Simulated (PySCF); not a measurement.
Compound: (F3Si)2O.
Bonds: Si1–F2, Si1–F3, Si1–F4, Si1–O5, O5–Si6, Si6–F7, Si6–F8, Si6–F9.

The closed-shell ground state was solved at several levels (PySCF, density fitting, gas phase, non-relativistic). Isolated species at its PBE0-D3(BJ)/def2-SVP geometry, gas phase.

| level | basis functions | HOMO (eV) | LUMO (eV) | gap (eV) | dipole (D) |
| --- | --- | --- | --- | --- | --- |
| wB97X-D/pcSseg-1 | 167 | -13.86 | 1.53 | 15.39 | 0.13 |
| wB97X-D/def2-SVPD | 209 | -13.93 | 0.94 | 14.87 | 0.17 |

Problem. What might PBE0/pcSseg-1 (167 basis functions) give for the same quantities?

Solution. HOMO -11.86 eV, LUMO -0.36 eV, gap 11.50 eV, dipole 0.13 D.

Problem. Over all these levels, which gives the widest orbital gap and which the narrowest?

Solution. wB97X-D/pcSseg-1 (range-separated hybrid) has the widest, 15.39 eV, and PBE0/pcSseg-1 (global hybrid, 25 % exact exchange) the narrowest, 11.50 eV. The two share the basis. From the narrowest to the widest the HOMO moves by -2.00 eV and the LUMO by +1.89 eV.

Problem. How far do the dipole and the HOMO energy spread over the levels?

Solution. The dipole runs from 0.13 to 0.17 D (mean 0.14 D) and the HOMO from -13.93 to -11.86 eV.
